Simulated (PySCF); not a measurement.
CHN, charge +1, doublet, at a GFN2-xTB geometry (a state made from the parent by changing its charge; the spin is typed, not shown lowest); CCSD(T)/6-311G** (PySCF).

The PySCF input:
```python
from pyscf import gto, scf, cc

mol = gto.Mole()
mol.atom = '''
    C    -0.00000000   -0.00000000   -0.48312722
    N     0.00000000    0.00000000    0.64165945
    H    -0.00000000   -0.00000000   -1.59285286
'''
mol.basis = '6-311g**'
mol.charge = 1
mol.spin = 1
mol.verbose = 4
mol.build()

mf = scf.UHF(mol)
mf.kernel()

mycc = cc.CCSD(mf)
mycc.diis_space = 10
mycc.kernel()
et = mycc.ccsd_t()
print('E(CCSD(T)) = %.10f' % (mycc.e_tot + et))
```

### Question
Predict the main parts of the log of this PySCF run.

### Answer

```
PySCF version 2.14.0

[INPUT] verbose = 4
[INPUT] num. atoms = 3
[INPUT] num. electrons = 13
[INPUT] charge = 1
[INPUT] spin (= nelec alpha-beta = 2S) = 1
[INPUT] symmetry False subgroup None
[INPUT] Mole.unit = angstrom
[INPUT] Symbol           X                Y                Z      unit          X                Y                Z       unit  Magmom
[INPUT]  1 C      0.000000000000   0.000000000000  -0.483127220000 AA    0.000000000000   0.000000000000  -0.912978129122 Bohr   0.0
[INPUT]  2 N      0.000000000000   0.000000000000   0.641659450000 AA    0.000000000000   0.000000000000   1.212560625739 Bohr   0.0
[INPUT]  3 H      0.000000000000   0.000000000000  -1.592852860000 AA    0.000000000000   0.000000000000  -3.010055662130 Bohr   0.0

nuclear repulsion = 24.2785607345774
number of shells = 20
number of NR pGTOs = 70
number of NR cGTOs = 42
basis = 6-311g**
ecp = {}

******** <class 'pyscf.scf.uhf.UHF'> ********
method = UHF
initial guess = minao
damping factor = 0
level_shift factor = 0
DIIS = <class 'pyscf.scf.diis.CDIIS'>
diis_start_cycle = 1
diis_space = 8
diis_damp = 0
SCF conv_tol = 1e-09
SCF conv_tol_grad = None
SCF max_cycles = 50
direct_scf = True
direct_scf_tol = 1e-13
number electrons alpha = 7  beta = 6
Set gradient conv threshold to 3.16228e-05
init E= -93.0027129663467

cycle= 1 E= -92.3564062685702  delta_E= 0.646  |g|= 0.387  |ddm|= 0.98
cycle= 2 E= -92.4439666727479  delta_E= -0.0876  |g|= 0.113  |ddm|= 0.353
cycle= 3 E= -92.4488854306644  delta_E= -0.00492  |g|= 0.0301  |ddm|= 0.105
cycle= 4 E= -92.4494059824864  delta_E= -0.000521  |g|= 0.0139  |ddm|= 0.0307
cycle= 5 E= -92.4495152211072  delta_E= -0.000109  |g|= 0.00331  |ddm|= 0.012
cycle= 6 E= -92.449535931464  delta_E= -2.07e-05  |g|= 0.00162  |ddm|= 0.00534
cycle= 7 E= -92.4495438500525  delta_E= -7.92e-06  |g|= 0.00104  |ddm|= 0.00289
cycle= 8 E= -92.4495489481191  delta_E= -5.1e-06  |g|= 0.000714  |ddm|= 0.00262
cycle= 9 E= -92.4495523998761  delta_E= -3.45e-06  |g|= 0.000454  |ddm|= 0.00274
cycle= 10 E= -92.4495542499968  delta_E= -1.85e-06  |g|= 0.000187  |ddm|= 0.00278
cycle= 11 E= -92.4495544932217  delta_E= -2.43e-07  |g|= 9.48e-05  |ddm|= 0.000955
cycle= 12 E= -92.4495545385513  delta_E= -4.53e-08  |g|= 2.6e-05  |ddm|= 0.000424
cycle= 13 E= -92.4495545406041  delta_E= -2.05e-09  |g|= 3.43e-06  |ddm|= 8.5e-05
cycle= 14 E= -92.4495545406214  delta_E= -1.73e-11  |g|= 1.13e-06  |ddm|= 6.04e-06
Extra cycle  E= -92.4495545406225  delta_E= -1.11e-12  |g|= 5.59e-07  |ddm|= 1.22e-06
converged SCF energy = -92.4495545406225  <S^2> = 0.7540867  2S+1 = 2.0040825

******** <class 'pyscf.cc.uccsd.UCCSD'> ********
CC2 = 0
CCSD nocc = (np.int64(7), np.int64(6)), nmo = (42, 42)
max_cycle = 50
direct = 0
conv_tol = 1e-07
conv_tol_normt = 1e-06
diis_space = 10
diis_start_cycle = 0
diis_start_energy_diff = 1e+09
Init t2, MP2 energy = -0.266999613432746
Init E_corr(UCCSD) = -0.26699961343296
cycle = 1  E_corr(UCCSD) = -0.281473772393625  dE = -0.014474159  norm(t1,t2) = 0.0570333
cycle = 2  E_corr(UCCSD) = -0.288498065646181  dE = -0.00702429325  norm(t1,t2) = 0.019729
cycle = 3  E_corr(UCCSD) = -0.290896469333871  dE = -0.00239840369  norm(t1,t2) = 0.00961472
cycle = 4  E_corr(UCCSD) = -0.291422146476611  dE = -0.000525677143  norm(t1,t2) = 0.0027762
cycle = 5  E_corr(UCCSD) = -0.291350390720888  dE = 7.17557557e-05  norm(t1,t2) = 0.00126013
cycle = 6  E_corr(UCCSD) = -0.291330845902192  dE = 1.95448187e-05  norm(t1,t2) = 0.000436005
cycle = 7  E_corr(UCCSD) = -0.291349248072478  dE = -1.84021703e-05  norm(t1,t2) = 0.000202654
cycle = 8  E_corr(UCCSD) = -0.291347460388837  dE = 1.78768364e-06  norm(t1,t2) = 6.09753e-05
cycle = 9  E_corr(UCCSD) = -0.291345561521487  dE = 1.89886735e-06  norm(t1,t2) = 2.46771e-05
cycle = 10  E_corr(UCCSD) = -0.291346309286223  dE = -7.47764736e-07  norm(t1,t2) = 1.085e-05
cycle = 11  E_corr(UCCSD) = -0.291346239821983  dE = 6.94642397e-08  norm(t1,t2) = 3.36557e-06
cycle = 12  E_corr(UCCSD) = -0.291346215516885  dE = 2.43050983e-08  norm(t1,t2) = 1.24455e-06
cycle = 13  E_corr(UCCSD) = -0.291346224027364  dE = -8.51047882e-09  norm(t1,t2) = 5.33894e-07
UCCSD converged
E(UCCSD) = -92.74090076464985  E_corr = -0.2913462240273637
UCCSD(T) correction = -0.00937798770775488
E(CCSD(T)) = -92.7502787524
```
